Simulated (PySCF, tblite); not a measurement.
## Complex of Ca2+ and 2 × ammonia

A gas-phase complex of Ca2+ and 2 × ammonia; charge +2, singlet. The structure comes from a short search (6 tight-binding starts) and was optimised by PBE0-D3(BJ)/def2-SVPD; another way of binding may lie lower.

This structure isn't a minimum: the optimisation stopped short of the minimum along a soft mode, which is imaginary here (27i cm⁻¹ by PBE0-D3(BJ)/def2-SVPD), and forces of up to 0.017 eV/Å are left. All values below rest on it.

```
part     name  SMILES  atoms  charge  multiplicity
   1     Ca2+  [Ca+2]      1      +2             1
   2  ammonia       N    2–5       0             1
   3  ammonia       N    6–9       0             1
```

Coordinates in Å:
```
Ca1     2.236   -0.011    0.538
N2      1.685    2.048    1.698
H3      2.018    2.097    2.668
H4      2.058    2.904    1.272
H5      0.679    2.238    1.779
N6      2.778   -2.017   -0.713
H7      2.666   -1.930   -1.730
H8      3.745   -2.343   -0.605
H9      2.216   -2.843   -0.477
```

```json
{"contact": "Ca1···N6", "kind (by geometry)": "ion contact", "distance (Å)": "2.425", "angle (°)": "-"}
{"contact": "Ca1···N2", "kind (by geometry)": "ion contact", "distance (Å)": "2.427", "angle (°)": "-"}
```

Interaction energies are complex less parts, with the parts frozen as they stand in it; counterpoise-corrected, in kcal/mol (PySCF).

Task: How strongly do the parts interact, level by level?

Result: 
```tsv
level	interaction	superposition error removed
wB97M-D3(BJ)/def2-TZVPD	-119.92	-0.51
PBE0-D3(BJ)/def2-TZVPD	-123.33	-0.47
```

Task: What holds them together? Decompose the wB97M-D3(BJ)/def2-TZVPD energy: frozen parts, their antisymmetrised product, then relaxation.

Result: electrostatic -118.2, Pauli repulsion +54.9, orbital relaxation -55.1, dispersion correction -1.9 kcal/mol, which sum to the value before the counterpoise correction; the Pauli term holds the exchange-correlation of the frozen density too. Of the attraction, 67 % is electrostatic, 31 % is orbital relaxation, 1 % is dispersion correction.

Task: Are the pair energies additive?

Result: The pairs sum to -131.70 kcal/mol (1–2 -66.4, 1–3 -66.4, 2–3 1.1); the rest of +11.78 is a many-body weakening.

The parts were also relaxed and run alone, at the levels used for the complex: shieldings by PBE0/pcSseg-2; core levels by delta-SCF with SCAN, pcX-2 on the ionised atom and pcseg-1 elsewhere, spin-free X2C.

Values alone: shielding of Ca1 (ppm): 1413.0; shielding of N6 (ppm): 262.5; shielding of N2 (ppm): 262.5; N6 1s core level (eV): 405.54.

Task: What does binding change?

Result: 
| property | alone | in the complex | change |
| --- | --- | --- | --- |
| shielding of Ca1 (ppm) | 1413.0 | 1163.5 | -249.5 |
| shielding of N6 (ppm) | 262.5 | 238.2 | -24.3 |
| shielding of N2 (ppm) | 262.5 | 238.3 | -24.2 |
| N6 1s core level (eV) | 405.54 | 415.80 | +10.26 |

Multiply charged ions in the gas phase bind far more strongly than in solution.

The 5 runs behind this took 4 min in all, one thread each of Intel Xeon 6975P-C on a shared host, launched as `OMP_NUM_THREADS=1 python cluster_run.py task.json out`.
